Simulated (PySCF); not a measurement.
Spin states and ions at one geometry of [Hg(H2O)2]2+

PySCF 2.14.0, RKS PBE, Hg def2-SVP with ECP60, O def2-SVP, H def2-SVP; non-relativistic Hamiltonian with scalar-relativistic core potentials where named; density fitting; no spin-orbit coupling; singlets restricted, open shells unrestricted. The geometry is relaxed for charge +2, singlet, vacuum:

```xyz
7

Hg   -0.0296   -0.0178   -0.0006
O     0.0556   -0.0480    2.0694
H     0.4730    0.6964    2.5766
H    -0.6767   -0.4465    2.6078
O     0.0135    0.0119   -2.0717
H     0.4205   -0.7329   -2.5866
H    -0.7310    0.4083   -2.5947
```

Energies count from the relaxed state; an electron taken off or put on is at rest in vacuum. Charges and spins are Mulliken's.

Q: Order these states by energy, lowest first.
A. charge +2, singlet, vacuum
B. charge +2, triplet, vacuum
C. charge +1, doublet, vacuum
D. charge +3, doublet, vacuum

A: C (-12.21 eV), A (0.00 eV), B (4.56 eV), D (23.76 eV).

Q: How do charge and spin on the first atom follow?

A: 
```
                     state  spin squared  charge on Hg1 (e)  spin on Hg1 (e)  dipole about the centre of mass (D)
charge +2, singlet, vacuum          0.00               1.11             0.00                                 1.11
charge +2, triplet, vacuum          2.00               0.79             1.00                                 1.00
charge +3, doublet, vacuum          0.75               1.38             0.03                                 1.01
charge +1, doublet, vacuum          0.75               0.45             0.68                                 0.88
```

With an electron taken off (doublet) the charges change, summed by element, by Hg +0.27 e, O +0.48 e, H +0.25 e. The vertical ionisation energy is 23.76 eV, against −ε(HOMO) = 20.06 eV of the relaxed state. The level lies 3.7 eV too high, as is usual for semilocal functionals and global hybrids, which keep a self-interaction error.

With an electron put on (doublet) the charges change, summed by element, by Hg -0.67 e, O -0.01 e, H -0.32 e. The vertical electron affinity is 12.21 eV, against −ε(LUMO) = 15.61 eV of the relaxed state.

Open shells may have lower solutions than those found. Hard to converge, so the more doubtful: charge +2, triplet, vacuum; charge +3, doublet, vacuum.
